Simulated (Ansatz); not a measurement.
CdH6O2Si2, SMILES `[SiH3][O][Cd][O][SiH3]`. Total charge 0; spin multiplicity 1. Cd: def2 effective core potential.

Cartesian coordinates in Å:
```
Si 2.2760 0.4206 -2.1461
O 1.1546 1.2675 -1.3263
Cd -0.0823 0.8525 0.1177
O -1.3372 0.6260 1.5879
Si -2.2582 -0.6048 2.1206
H 1.6840 -0.7662 -2.8325
H 3.3541 -0.0894 -1.2476
H 2.8912 1.3028 -3.1727
H -1.4374 -1.8026 2.4694
H -3.2509 -1.0411 1.0940
H -2.9939 -0.1655 3.3357
```

**Question.** What are the harmonic wavenumbers in cm⁻¹ at PBE0-D4/def2-TZVP (Ansatz, finite differences of forces, unscaled)? (Best estimate.)

**Answer.** Computed: 5, 34, 38, 53, 97, 140, 150, 411, 507, 721, 722, 728, 729, 950, 951, 960, 960, 980, 993, 1002, 1014, 2178, 2179, 2186, 2188, 2220, 2221.
